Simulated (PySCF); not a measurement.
Isomers of C7H16OSi, mass 144.097 u with the commonest isotopes. Theory: PBE0/pcSseg-1 in PySCF (dipole) on a GFN2-xTB geometry, gas phase. One conformer each, none proved a minimum here; rigid rotors.

**Question.** Order these by rotational constant C, smallest first.
A. `[CH3:1][CH2:2][CH2:3][C@@H:4]1[C@H:5]([SiH3:6])[C@@H:7]1[O:8][CH3:9]` with C1–C2–C3–C4 -66°, C2–C3–C4–C5 171°, C5–C7–O8–C9 88°
B. `[CH3:1]/[CH:2]=[C:3](/[O:4][CH3:5])[C:6]([CH3:7])([CH3:8])[SiH3:9]` with C2–C3–O4–C5 0°, C2–C3–C6–C7 59°
C. `[CH3:1][CH2:2][O:3]/[CH:4]=[C:5](\[SiH3:6])[CH:7]([CH3:8])[CH3:9]` with C1–C2–O3–C4 -170°, C2–O3–C4–C5 -163°, C4–C5–C7–C8 119°
D. `[CH3:1]/[CH:2]=[C:3](\[CH2:4][OH:5])[C:6]([CH3:7])([CH3:8])[SiH3:9]` with C2–C3–C4–O5 107°, C3–C4–O5–H -62°, C2–C3–C6–C7 -11°
E. `[CH3:1][CH2:2][CH2:3][C@@H:4]1[CH2:5][O:6][C@H:7]([SiH3:8])[CH2:9]1` with C1–C2–C3–C4 176°, C2–C3–C4–C5 -177°, C3–C4–C5–O6 -150°, C4–C5–O6–C7 6°, C5–O6–C7–Si8 141°, O6–C7–C9–C4 -33°

**Answer.** E (517.9 MHz), C (580.4 MHz), A (739.9 MHz), B (820.7 MHz), D (842.5 MHz).

**Question.** Order these by radius of gyration √(Σ m r²/M), smallest first.
A. `[CH3:1][C:2]([CH3:3])([CH3:4])[Si@@H:5]([OH:6])[CH:7]1[CH2:8][CH2:9]1` with C2–Si5–O6–H 62°, C2–Si5–C7–C8 -156°
B. `[CH3:1][CH2:2][O:3]/[CH:4]=[C:5](\[SiH3:6])[CH:7]([CH3:8])[CH3:9]` with C1–C2–O3–C4 -170°, C2–O3–C4–C5 -163°, C4–C5–C7–C8 119°
C. `[CH3:1][CH2:2][CH2:3][C@@H:4]1[C@H:5]([SiH3:6])[C@@H:7]1[O:8][CH3:9]` with C1–C2–C3–C4 -66°, C2–C3–C4–C5 171°, C5–C7–O8–C9 88°
D. `[CH3:1][CH2:2][CH2:3][C@@H:4]1[CH2:5][O:6][C@H:7]([SiH3:8])[CH2:9]1` with C1–C2–C3–C4 176°, C2–C3–C4–C5 -177°, C3–C4–C5–O6 -150°, C4–C5–O6–C7 6°, C5–O6–C7–Si8 141°, O6–C7–C9–C4 -33°
E. `[CH3:1]/[CH:2]=[C:3](/[O:4][CH3:5])[C:6]([CH3:7])([CH3:8])[SiH3:9]` with C2–C3–O4–C5 0°, C2–C3–C6–C7 59°

**Answer.** E (2.166 Å), A (2.200 Å), C (2.276 Å), B (2.543 Å), D (2.644 Å).

**Question.** Order these by dipole moment, largest first.
A. `[CH3:1][C:2]([CH3:3])([CH3:4])[Si@@H:5]([OH:6])[CH:7]1[CH2:8][CH2:9]1` with C2–Si5–O6–H 62°, C2–Si5–C7–C8 -156°
B. `[CH3:1][CH2:2][CH2:3][C@@H:4]1[C@H:5]([SiH3:6])[C@@H:7]1[O:8][CH3:9]` with C1–C2–C3–C4 -66°, C2–C3–C4–C5 171°, C5–C7–O8–C9 88°
C. `[CH3:1][CH2:2][O:3]/[CH:4]=[C:5](\[SiH3:6])[CH:7]([CH3:8])[CH3:9]` with C1–C2–O3–C4 -170°, C2–O3–C4–C5 -163°, C4–C5–C7–C8 119°
D. `[CH3:1]/[CH:2]=[C:3](\[CH2:4][OH:5])[C:6]([CH3:7])([CH3:8])[SiH3:9]` with C2–C3–C4–O5 107°, C3–C4–O5–H -62°, C2–C3–C6–C7 -11°
E. `[CH3:1]/[CH:2]=[C:3](/[O:4][CH3:5])[C:6]([CH3:7])([CH3:8])[SiH3:9]` with C2–C3–O4–C5 0°, C2–C3–C6–C7 59°

**Answer.** D (2.61 D), C (2.44 D), E (2.05 D), A (1.76 D), B (1.23 D).

```json
{"SMILES": "C/C=C(/OC)C(C)(C)[SiH3]", "point group": "near Cs", "Ia (u·Å²)": "333.02", "Ib (u·Å²)": "402.74", "Ic (u·Å²)": "615.81", "κ": "0.25", "μa (D)": "1.89", "μb (D)": "0.80", "μc (D)": "0.00"}
{"SMILES": "CCO/C=C(\\[SiH3])C(C)C", "point group": "C1", "Ia (u·Å²)": "211.06", "Ib (u·Å²)": "781.72", "Ic (u·Å²)": "870.73", "κ": "-0.93", "μa (D)": "1.29", "μb (D)": "2.06", "μc (D)": "0.20"}
{"SMILES": "CCC[C@@H]1[C@H]([SiH3])[C@@H]1OC", "point group": "C1", "Ia (u·Å²)": "289.84", "Ib (u·Å²)": "520.57", "Ic (u·Å²)": "683.08", "κ": "-0.54", "μa (D)": "0.30", "μb (D)": "0.66", "μc (D)": "0.99"}
{"SMILES": "CCC[C@@H]1CO[C@H]([SiH3])C1", "point group": "C1", "Ia (u·Å²)": "161.08", "Ib (u·Å²)": "877.09", "Ic (u·Å²)": "975.91", "κ": "-0.96", "μa (D)": "1.91", "μb (D)": "0.70", "μc (D)": "0.53"}
{"SMILES": "CC(C)(C)[Si@@H](O)C1CC1", "point group": "C1", "Ia (u·Å²)": "236.69", "Ib (u·Å²)": "545.55", "Ic (u·Å²)": "612.59", "κ": "-0.85", "μa (D)": "0.24", "μb (D)": "1.28", "μc (D)": "1.18"}
{"SMILES": "C/C=C(\\CO)C(C)(C)[SiH3]", "point group": "C1", "Ia (u·Å²)": "297.80", "Ib (u·Å²)": "460.99", "Ic (u·Å²)": "599.84", "κ": "-0.41", "μa (D)": "2.52", "μb (D)": "0.68", "μc (D)": "0.09"}
```
